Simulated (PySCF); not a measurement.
# How methods differ on the ionisation energy of K

K [Ar] 4s1 [4s1/2^1, M_J = 1/2] → K⁺ [Ar], as a difference of total energies. All numbers are calculated (PySCF 2.14, the two-component X2C-1e Hamiltonian, in x2c-TZVPPall-2c). Correlated levels: [Ne] frozen. "Screened" scales the spin-orbit matrix elements by Boettger's factors to mimic the two-electron term; Breit and QED terms are absent.

| method | ionisation energy (eV) | error (eV) |
| --- | --- | --- |
| GHF (screened spin-orbit) | 4.023 | -0.318 |
| GMP2 (screened spin-orbit) | 4.256 | -0.085 |

Reference: 4.341 eV (measured; NIST Atomic Spectra Database, ionization energies).

Errors of the correlated levels include the incompleteness of this basis and the frozen core.
